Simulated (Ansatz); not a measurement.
`S[CH]1C=[CH][AlH]1`, relaxed with RKS PBE-D4/def2-SVP in Ansatz 0.2.0 from a rough embedded geometry. The force threshold is 0.03 eV/Å; the program also tests the step.

The species carries charge 0 and has multiplicity 1.

Start:

```xyz
10

S     0.417   -0.521    1.961
C    -0.282    0.264    0.544
C     0.800    0.570   -0.421
C     0.289   -0.186   -1.491
Al   -1.248   -0.951   -0.458
H     1.045    0.680    2.451
H    -0.881    1.189    0.781
H     1.640    1.283   -0.419
H     0.694   -0.422   -2.443
H    -2.473   -1.907   -0.504
```

(1) How much energy does the relaxation release, and in how many steps? (An estimate is asked.)

(2) Which bonds change most? (An estimate is asked.)

(3) Give the relaxed structure. (An estimate is asked.)

Results:

(1) The calculation gave: 147.90 kJ/mol, in 8 steps.

(2) The calculation gave: C2–Al5 from 1.848 to 2.006 Å; C4–Al5 from 2.003 to 1.930 Å; S1–H6 from 1.441 to 1.371 Å.

(3) Computed: 
```xyz
10

S     0.326   -0.354    2.191
C    -0.356    0.379    0.667
C     0.609    0.467   -0.513
C     0.257   -0.271   -1.609
Al   -1.224   -0.942   -0.568
H     1.272    0.592    2.492
H    -0.855    1.345    0.893
H     1.526    1.093   -0.437
H     0.851   -0.290   -2.535
H    -2.408   -2.018   -0.581
```
